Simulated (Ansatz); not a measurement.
An input meant for Cs₄ (charge 0, singlet).

Input and output for the cluster Cs₄.

```yaml
crystal:
  periodic: [false, false, false]
  atoms:
    - {symbol: Cs, position_ang: [2.505495, 3.311296, 2.433078]}
    - {symbol: Cs, position_ang: [-1.711206, 1.667865, -0.520498]}
    - {symbol: Cs, position_ang: [1.702471, -1.663596, 0.523458]}
    - {symbol: Cs, position_ang: [-2.496760, -3.315565, -2.436039]}
basis:
  gaussian: {orbitals: def2-TZVPD, fitting: {mean_field: cc-pVTZ-jkfit}}
hamiltonian: {xc: {name: HSE06}}
scf: {lower_state_search: off}
output: {forces: true}
```

```sh
$ ansatz run in.yaml --threads 4 --pin off --events-out ev --progress --plain --max-ram 3916MiB
```

Shortened log:

```
Functional definition: HSE06
Error: [file] the basis set cc-pVTZ-JKFIT has no functions for Cs
```

In the def2 sets Cs takes a core potential; there is no spin–orbit coupling. HSE06 is defined as in plane-wave codes, on full-range PBE exchange. The restricted singlet is unstable towards broken spin symmetry at other levels; at RKS HSE06/def2-TZVPD this wasn't settled.
